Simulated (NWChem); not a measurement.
System meant: GeSiH4Cl2; SMILES Cl[SiH]([GeH3])Cl

NWChem input:

```
start job
memory heap 200 mb stack 900 mb global 1100 mb
geometry units angstroms noautoz
  Si     0.002128    -0.580133     0.561707
  Cl     1.684165    -1.491331    -0.263057
  Cl    -1.719330    -1.474635    -0.197361
  Ge     0.001129     1.718898    -0.074644
  H      0.029408    -0.835063     2.039242
  H     -1.250075     2.430882     0.501521
  H      1.280528     2.418467     0.452742
  H     -0.028304     1.795397    -1.620962
end
basis spherical
  Si library def2-svp
  Cl library def2-svp
  Ge library def2-svp
  H library def2-svp
end
dft
  xc b3lyp
  iterations 4
  mulliken
end
task dft energy
```

End of the output:

```
    Atom       Charge   Shell Charges
 -----------   ------   -------------------------------------------------------
    1 Si  14    13.74   2.00  1.93  0.74  0.37  5.81  1.23  1.21  0.45
    2 Cl  17    17.07   2.00  1.96  1.06  0.80  5.82  2.27  3.15  0.02
    3 Cl  17    17.07   2.00  1.96  1.06  0.80  5.82  2.27  3.15  0.02
    4 Ge  32    31.88   2.00  2.00  1.94  0.78  0.36  5.99  5.83  1.48  1.32  7.78  2.04  0.37
    5 H    1     1.09   0.65  0.42  0.03
    6 H    1     1.05   0.61  0.42  0.03
    7 H    1     1.05   0.61  0.42  0.03
    8 H    1     1.05   0.61  0.41  0.03

 center of mass
 --------------
 x =  -0.02731416 y =   0.08806218 z =   0.00000000

 moments of inertia (a.u.)
 ------------------
        2151.080048245875           0.000000000801           0.000000000000
           0.000000000801         806.882988555752           0.000000000000
           0.000000000000           0.000000000000        1487.796245664773

     Multipole analysis of the density
     ---------------------------------

     L   x y z        total         alpha         beta         nuclear
     -   - - -        -----         -----         ----         -------
     0   0 0 0     -0.000000    -42.000000    -42.000000     84.000000

     1   1 0 0      0.299820      0.149910      0.149910     -0.000000
     1   0 1 0      0.514885      0.257443      0.257443      0.000000
     1   0 0 1     -0.000000     -0.000000     -0.000000      0.000000

     2   2 0 0    -42.478428    -45.583428    -45.583428     48.688427
     2   1 1 0     -0.264910      1.425025      1.425025     -3.114959
     2   1 0 1     -0.000000     -0.000000     -0.000000      0.000000
     2   0 2 0    -44.207993   -360.736911   -360.736911    677.265829
     2   0 1 1      0.000000      0.000000      0.000000      0.000000
     2   0 0 2    -44.756126   -203.974562   -203.974562    363.192998

 ------------------------------------------------------------------------
 dft energy failed                                                                                  0
 ------------------------------------------------------------------------
 ------------------------------------------------------------------------
  current input line :
    24: task dft energy
 ------------------------------------------------------------------------
 ------------------------------------------------------------------------
 This type of error is most commonly associated with calculations not reaching convergence criteria
 ------------------------------------------------------------------------
 For more information see the NWChem manual at https://nwchemgit.github.io

0:dft energy failed:Received an Error in Communication
```

**Question.** Find the fault in this run and fix the input.

**Answer.** Convergence was not reached. Cause: the SCF was allowed too few iterations. This input runs:
```
start job
memory heap 200 mb stack 900 mb global 1100 mb
geometry units angstroms noautoz
  Si     0.002128    -0.580133     0.561707
  Cl     1.684165    -1.491331    -0.263057
  Cl    -1.719330    -1.474635    -0.197361
  Ge     0.001129     1.718898    -0.074644
  H      0.029408    -0.835063     2.039242
  H     -1.250075     2.430882     0.501521
  H      1.280528     2.418467     0.452742
  H     -0.028304     1.795397    -1.620962
end
basis spherical
  * library def2-svp
end
dft
  xc b3lyp
  iterations 150
  mulliken
end
task dft energy
```
It converges to -3288.84426 Ha (B3LYP/def2-SVP).
